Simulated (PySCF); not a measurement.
The vertical singlet excitations below were computed for one of the candidates. Computed with TDDFT PBE0/def2-SVPD, vertical, gas phase, core orbitals frozen in the response (PySCF). Geometries: GFN2-xTB, one conformer each.

```
state  λ (nm)       f
   S1   216.9  0.0035
   S2   196.1   0.021
   S3   181.9   0.121
   S4   177.8   0.154
   S5   173.0  0.0016
   S6   167.7   0.014
```

Question: Which candidate is it? All have the formula C3H8FNSi.
A. `FCC/C=N/[SiH3]`
B. `C=C(CF)[SiH2]N`
C. `F[Si@H]1CCCN1`

Answer: B. Its S1 lies at 5.72 eV; the nearest of the others has S1 at 6.34 eV. S1 is HOMO→LUMO (94%). Löwdin shares by element: HOMO nitrogen 52%, carbon 12% or more, silicon 11%, hydrogen 5% or more (atoms not listed hold the other 20%); LUMO carbon 65% or more, silicon 7%, hydrogen 6% or more (atoms not listed hold the other 22%). At the same level the other candidates give, for their lowest levels:
- `F[Si@H]1CCCN1`: 196 nm (f 0.005); 183 nm (f 0.018); 172 nm (f 0.063); 165 nm (f 0.004); 162 nm (f 0.005); T1 6.08 eV; HOMO -7.08, LUMO 0.58 eV
- `FCC/C=N/[SiH3]`: 286 nm (f 0.000); 204 nm (f 0.030); 175 nm (f 0.030); 172 nm (f 0.013); 170 nm (f 0.003); T1 3.75 eV; HOMO -7.15, LUMO -0.75 eV

Conformer computed: `[CH2:1]=[C:2]([CH2:3][F:4])[SiH2:5][NH2:6]`: C1–C2–C3–F4 -151°, C1–C2–Si5–N6 -6°, H–N6–Si5–C2 72°, H–N6–Si5–C2 -67°.
Triplets come from the Tamm–Dancoff approximation.

Without π bonds the low states are Rydberg-like; a valence basis with one diffuse set may place them up to an eV too high.
